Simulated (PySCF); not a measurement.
Gas-phase reaction: 2 GaCl₃ + GaI₃ → 3 GaI + 6 Cl

Method: PySCF energies (xtb for GFN2) plus ideal-gas RRHO corrections (1 bar). † marks an energy on the PBE0/def2-TZVP geometry and frequencies; other levels use their own. Open shells (unrestricted): Cl (multiplicity 2); the rest are closed-shell singlets. GFN2 has no spin-polarisation term. Spin-orbit splitting is ignored; it lowers the true energy and changes the entropy of Cl. B3LYP is the form with VWN-RPA correlation. I: scalar-relativistic def2 core potential, no spin-orbit coupling. Ga: all electrons, no relativistic terms.

```csv
level,"ΔH°(298 K), kJ"
B3LYP/def2-TZVP†,___
GFN2-xTB,___
PBE/def2-SVP,1887
PBE/def2-TZVP†,1869
r2SCAN/def2-TZVP†,___
LDA/def2-TZVP†,2197
ωB97M-V/def2-TZVP†,1898
```

### Question
Fill in the missing entries.

### Answer

- B3LYP/def2-TZVP†, ΔH°(298 K), kJ: 1725
- GFN2-xTB, ΔH°(298 K), kJ: 1925
- r2SCAN/def2-TZVP†, ΔH°(298 K), kJ: 1945
